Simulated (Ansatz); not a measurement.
Calculated with Ansatz (gas phase, PBE0-D4/def2-TZVP geometries, no zero-point term in ΔE). CBS: MP2 limit from def2 TZ/QZ plus the TZ coupled-cluster correction, frozen cores. This one scheme is used for every species. DFT in def2-TZVPP. For Zn outer-core shells are correlated without core-valence functions, which leaves a few kJ/mol of doubt a bond. Scalar relativity is left out up to krypton.

Reaction (formal exchange of groups at a Zn–C bond): `F[CH2][ZnH]` + `CCl` → `Cl[CH2][ZnH]` + `CF`

```csv
species,r2SCAN-D4 energy (Eh)
`F[CH2][ZnH]`,-1919.08768
`CCl`,-500.08028
`Cl[CH2][ZnH]`,-2279.44184
`CF`,-139.73237
```

Q: Work out ΔE.

A: ΔE = (-2279.44184) + (-139.73237) − (-1919.08768) − (-500.08028) = -0.00625 Eh = -0.17 eV. CCSD(T)/CBS gives -0.20 eV.

Largest T1 diagnostic among the species: 0.014.

From BLYP to BHLYP (50 % exact exchange), in def2-TZVPP and without D4, ΔE moves by −0.06 eV. Leaving LDA and LC-ωPBE aside and taking each functional with its dispersion term where it has one, the values, not all of them listed here, spread over 0.07 eV, from PBE-QIDH to BLYP-D4.
